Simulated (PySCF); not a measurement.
Dissociation curve of AlH, singlet.

Computed with: RKS-B3LYP = restricted B3LYP/6-31G in PySCF; RKS-PBE0 = restricted PBE0/6-31G (PySCF); UHF/6-31G (PySCF).

Magnitude of the dipole moment (D; its direction can reverse along the curve, and a method can change to another solution) and Mulliken charge of the fragment that holds Al1:

| R / Å | μ RKS-B3LYP | q RKS-B3LYP | μ RKS-PBE0 | q RKS-PBE0 | μ UHF | q UHF |
|---|---|---|---|---|---|---|
| 1.32 | 1.57 | 0.23 | 1.66 | 0.23 | 1.49 | 0.33 |
| 1.41 | 1.26 | 0.24 | 1.34 | 0.24 | 1.25 | 0.34 |
| 1.51 | 0.88 | 0.25 | 0.97 | 0.25 | 0.94 | 0.35 |
| 1.56 | 0.69 | 0.26 | 0.78 | 0.26 | 0.77 | 0.36 |
| 1.63 | 0.41 | 0.26 | 0.50 | 0.26 | 0.52 | 0.36 |
| 1.66 | 0.28 | 0.26 | 0.38 | 0.27 | 0.41 | 0.36 |
| 1.70 | 0.12 | 0.26 | 0.21 | 0.27 | 0.25 | 0.36 |
| 1.78 | 0.20 | 0.27 | 0.11 | 0.27 | 0.11 | 0.36 |
| 1.84 | 0.45 | 0.27 | 0.36 | 0.27 | 0.38 | 0.36 |
| 1.94 | 0.85 | 0.26 | 0.76 | 0.27 | 0.84 | 0.35 |
| 2.09 | 1.43 | 0.26 | 1.34 | 0.26 | 1.52 | 0.34 |
| 2.23 | 1.94 | 0.25 | 1.85 | 0.25 | 2.14 | 0.33 |
| 2.49 | 2.78 | 0.24 | 2.69 | 0.24 | 2.21 | 0.23 |
| 2.72 | 3.43 | 0.24 | 3.34 | 0.23 | 1.73 | 0.14 |
| 3.03 | 4.18 | 0.24 | 4.09 | 0.23 | 1.11 | 0.07 |
| 3.33 | 4.79 | 0.25 | 4.71 | 0.24 | 0.67 | 0.03 |
| 3.65 | 5.34 | 0.26 | 5.27 | 0.25 | 0.37 | 0.01 |
| 4.12 | 5.99 | 0.27 | 5.93 | 0.26 | 0.15 | 0.00 |
| 4.45 | 6.38 | 0.27 | 6.33 | 0.27 | 0.07 | 0.00 |
| 4.99 | 6.93 | 0.28 | 6.90 | 0.28 | 0.03 | 0.00 |
| 5.79 | 7.73 | 0.28 | 7.70 | 0.28 | 0.00 | 0.00 |
| 6.59 | 8.55 | 0.27 | 8.51 | 0.27 | 0.00 | 0.00 |

At the longest distance RKS-B3LYP, RKS-PBE0 leaves fractional charges on the fragments, a sign of delocalisation error or of the restricted form. The restricted form behind RKS-B3LYP, RKS-PBE0 keeps the bonding electrons paired and can't separate into open-shell fragments. The unrestricted determinant behind UHF is spin-contaminated at 1.32 to 1.63, 2.49 to 6.59 Å (<S²> up to 1.0, against 0.00 for a pure singlet).
